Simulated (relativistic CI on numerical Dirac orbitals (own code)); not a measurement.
## Hyperfine structure of Mo VI, mass number 97

Method of calculation: Dirac-Coulomb-Breit CI, KLI orbitals optimised for each configuration, QED by a radiative potential, valence Slater integrals scaled by 0.85, P86 correlation energy added to each configuration (own radial code, finite nucleus).

CI space (outside the closed core [Ar] 3d10): 4s2.4p6.4d, 4s2.4p6.5s, 4s2.4p6.4f, 4s2.4p6.5p, 4s2.4p5.4d2, 4s2.4p6.5d, 4s2.4p6.6s, 4s2.4p6.6p, 4s.4p6.4d2, 4s2.4p5.4d.4f, 4s2.4p6.5f, 4s2.4p6.6d, 4s2.4p6.5g, 4s2.4p6.7s, 4s2.4p6.7p. Double excitations out of closed p, d and f shells are left out; levels of such configurations are missing from the list, as are those of other unlisted configurations, and high levels can miss mixing partners.

Nuclear spin I = 5/2, μ = -0.9324 μN, Q = 0.255 b (tables of Stone and Pyykkö). The electronic factors are computed for point nuclear moments, without core polarisation or the Bohr-Weisskopf and QED corrections.

```tsv
Level	E (eV)	A (MHz)	B (MHz)
4s2.4p6.4d 2D_3/2	0.0000	-346.6	148
4s2.4p6.4d 2D_5/2	0.3034	-148.8	202
4s2.4p6.5s 2S_1/2	15.9568	-6111	
4s2.4p6.5p 2P°_1/2	23.6285	-1534	
4s2.4p6.5p 2P°_3/2	24.2096	-261.8	340
4s2.4p6.4f 2F°_5/2	34.6139	-30.59	-61.5
4s2.4p6.4f 2F°_7/2	34.6761	-16.82	-71.5
4s2.4p6.5d 2D_3/2	35.8177	-85.71	37.2
```

Levels with J = 0, under 50 % of one LS term, or S terms without an open s electron are left out. Small factors come from cancelling terms and can be off by tens of per cent or more.

At this charge configurations can still be misplaced by up to about 7 % of their energy. 12 of the 23 excited levels that our extract of the measured tables holds in this range could be paired (the sources list more); they are missed by 7282 cm⁻¹ on average and 12223 at most, and levels without a partner can miss by more.

(1) Give the hyperfine levels of 4s2.4p6.4d 2D_3/2 relative to its centre of gravity.

## Answers

(1) With K = F(F + 1) − I(I + 1) − J(J + 1), E = AK/2 + B[¾K(K + 1) − I(I + 1)J(J + 1)]/[2I(2I − 1)J(2J − 1)]: F = 1: 1923, F = 2: 1112, F = 3: 5.183, F = 4: -1263 MHz.

LS names give the leading component of a level, which can be under half, so a name can repeat, a term be missing and a line seem to break the LS rules.
